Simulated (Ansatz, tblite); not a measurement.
Removing an electron: Ge2H⁻. Total charge -1; singlet. Geometry: PBE-D4/def2-TZVPD. Ansatz, gas phase; energy differences of separate SCF runs; the oxidised species was run as a doublet alone.

Cartesian coordinates in Å:
```
Ge -0.031 -0.041 -0.198
Ge 0.252 0.465 1.918
H -0.221 -0.424 -1.720
```

The xTB rows come from tblite. Correlated methods freeze 18 core orbitals; core or outer-core shells of Ge are correlated, in sets that lack core-valence functions. In CCSD on the charge 0 doublet the largest single amplitude is 0.24, so its Hartree–Fock determinant may place the open shell otherwise than the density functionals do. The structure comes from a short search, and lower isomers may exist.

```tsv
level	−HOMO (eV)	vertical IE (eV)	−LUMO (eV)	HOMO–LUMO gap (eV)	remarks
GFN1-xTB	6.46	7.91	4.32	2.14	–
GFN2-xTB	-0.14	3.79	-2.62	2.49	–
PBE-D4/def2-TZVPD	-0.73	1.97	-3.11	2.37	HOMO above zero (-1 singlet)
r2SCAN-D4/def2-TZVPD	-0.50	2.00	-3.20	2.70	HOMO above zero (-1 singlet)
PBE0-D4/def2-TZVPD	0.06	1.93	-3.68	3.73	–
CCSD/def2-TZVPPD	–	1.95	–	–	large T1 (0.046) (doublet), restricted SCF unstable (-1 singlet), spin-contaminated (⟨S²⟩ 1.18) (doublet)
CCSD(T)/def2-TZVPPD	–	2.12	–	–	large T1 (0.046) (doublet), restricted SCF unstable (-1 singlet), spin-contaminated (⟨S²⟩ 1.18) (doublet)
```

Run but left out: HF/def2-TZVPPD (singlet: restricted singlet, unstable towards broken spin symmetry); MP2/def2-TZVPPD (neutral doublet: ⟨S²⟩ 1.18, where a pure state has 0.75).  A HOMO above zero means that the electron is unbound at that level or that self-interaction error raises the level; the energy of removing that electron tells which. Raw xTB energy differences between charge states are shifted by several eV; the methods need an empirical correction for them.
